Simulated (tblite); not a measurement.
Start geometry of `[C-]#[N+]c1ccccc1F` from a force field or distance geometry (Å):
```
atom  x, y, z in Å
C1     3.5178    0.5433   -0.2024
N2     2.3646    0.3593   -0.1600
C3     1.0278    0.1263   -0.0643
C4     0.1909    1.2484    0.0418
C5    -1.1781    1.0843    0.1454
C6    -1.6747   -0.2037    0.1003
C7    -0.8559   -1.3095   -0.0177
C8     0.5253   -1.1572   -0.0980
F9     1.3226   -2.2547   -0.2160
H10    0.6118    2.2229    0.0781
H11   -1.8077    1.9611    0.2277
H12   -2.7657   -0.3187    0.1752
H13   -1.2830   -2.3013   -0.0278
```

**Question.** What comes out of this run: tblite 0.8.0, GFN2-xTB geometry optimisation, gas phase?

**Answer.** 
```
atom  x, y, z in Å
C1     3.546    0.492   -0.219
N2     2.391    0.339   -0.147
C3     1.047    0.160   -0.064
C4     0.197    1.258    0.052
C5    -1.169    1.070    0.137
C6    -1.704   -0.209    0.107
C7    -0.873   -1.310   -0.011
C8     0.493   -1.121   -0.095
F9     1.301   -2.189   -0.210
H10    0.625    2.249    0.073
H11   -1.820    1.926    0.226
H12   -2.771   -0.351    0.174
H13   -1.265   -2.314   -0.039
```

The energy falls by 0.085 eV over 23 L-BFGS steps, the largest force on an atom goes from 1.14 to 0.008 eV/Å, and the atoms move by 0.039 Å rms after alignment. The bond that changes most is C6–H12 (aromatic CH carbon to aromatic hydrogen), which shortens by 0.021 Å. Bonds longer at the end by more than 0.005 Å: 2 of 13; shorter: 4. Among the angles that change most is C3–C8–C7, from 117.5° to 121.1°. Rotational constants go from 2835, 1642, 1040 to 2945, 1617, 1044 MHz. The orientation of the end geometry is arbitrary; only internal coordinates are fixed.

Its GFN2-xTB frequencies are all real (lowest 123 cm⁻¹).

All values are computed, not measured.
